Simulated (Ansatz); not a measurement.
`N[CH2][ZnH]` + `OC(F)F` → `FC(F)[O][ZnH]` + CH₃NH₂ at 600 K and 1 bar (ligand exchange at a Zn–C bond).

Computed with Ansatz on PBE0-D4/def2-TZVP structures; ΔE is electronic, products minus reactants. CCSD(T)/CBS adds triple-zeta CCSD(T) − MP2 to the extrapolated MP2 energy (def2 sets, frozen cores). For Zn outer-core shells are correlated without core-valence functions, which leaves a few kJ/mol of doubt a bond. Scalar relativity is left out up to krypton. Each species was taken in one conformer, which may not be the lowest.

```csv
species,CCSD(T)/CBS energy (Eh),H − E (kJ/mol),S (J/(mol·K))
`N[CH2][ZnH]`,-1874.10358,200.9,360.6
`OC(F)F`,-314.01610,133.8,325.1
`FC(F)[O][ZnH]`,-2092.41029,135.7,412.7
CH₃NH₂,-95.75281,199.3,283.8
```

H − E and S are ideal-gas, rigid-rotor, harmonic terms from PBE0-D4/def2-TZVP, for one conformer and one mirror image of each species. 1 Eh = 2625.50 kJ/mol, R = 8.31446 J/(mol·K).

**Question.** By hand: ΔE, ΔH, ΔS and ΔG.

**Answer.** ΔE = (-2092.41029) + (-95.75281) − (-1874.10358) − (-314.01610) = -0.04342 Eh = -114.0 kJ/mol. Δ(H − E) = 135.7 + 199.3 − 200.9 − 133.8 = 0.3, so ΔH = -113.7 kJ/mol. ΔS = 412.7 + 283.8 − 360.6 − 325.1 = 10.8 J/(mol·K). ΔG = -113.7 − 600 × (10.8)/1000 = -120.2 kJ/mol.

**Question.** By hand: the equilibrium constant, and the temperature at which ΔG would vanish if ΔH and ΔS stayed fixed.

**Answer.** log₁₀ K = −ΔG/(RT ln 10) = 10.5. ΔH and −TΔS have one sign here, so there is no such temperature.

The number of gas molecules stays the same, so ΔS is small and ΔH decides. A doubt of 5 kJ/mol in ΔE shifts log₁₀ K by 0.4 here. Other conformers and mirror images would add mixing entropy, several J/(mol·K) or more a flexible species. Modes under 60 cm⁻¹, often nearly free rotors, make the harmonic entropy too high. These are equilibria of isolated gas molecules and say nothing of rates. Largest T1 diagnostic: 0.015 (customary marks: 0.02 for closed shells, 0.045 for open ones).

ΔS is within the doubt of such terms, so its sign, and with it that verdict, could turn.
